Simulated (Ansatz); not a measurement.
Computed with Ansatz on PBE0-D4/def2-TZVP structures; ΔE is electronic, products minus reactants. CBS: MP2 limit from def2 TZ/QZ plus the TZ coupled-cluster correction, frozen cores. DFT in def2-TZVPP. HSE06 is defined as in plane-wave codes. def2 core potentials past Kr. For Sn outer-core shells are correlated without core-valence functions, which leaves a few kJ/mol of doubt a bond. Each species was taken in one conformer, which may not be the lowest.

Reaction (redistribution): `[NH2][Sn]([Cl])([Cl])[Cl]` + `[F][Al]([SiH3])[SH]` → `[SiH3][Sn]([Cl])([Cl])[Cl]` + `[NH2][Al]([F])[SH]`

Is it downhill or uphill in electronic energy at CCSD(T)/CBS, and by how much? (Estimate.)

Ansatz gave: Downhill: ΔE = -121.0 kJ/mol.

What do these levels give: revPBE-D4, PBE0-D4, HSE06-D4, MP2/def2-SVP, CCSD/def2-SVP, CCSD(T)/def2-TZVPP? (Estimate.)

The calculation gave: revPBE-D4 -111.8, PBE0-D4 -118.3, HSE06-D4 -118.2, MP2/def2-SVP -119.8, CCSD/def2-SVP -118.5, CCSD(T)/def2-TZVPP -116.2 kJ/mol.

Largest T1 diagnostic among the species: 0.013.

From BLYP to BHLYP (50 % exact exchange), in def2-TZVPP and without D4, ΔE moves by −7.6 kJ/mol. At CCSD(T), def2-SVP lies +5.2 kJ/mol from the extrapolated value and def2-TZVPP +4.8 kJ/mol.
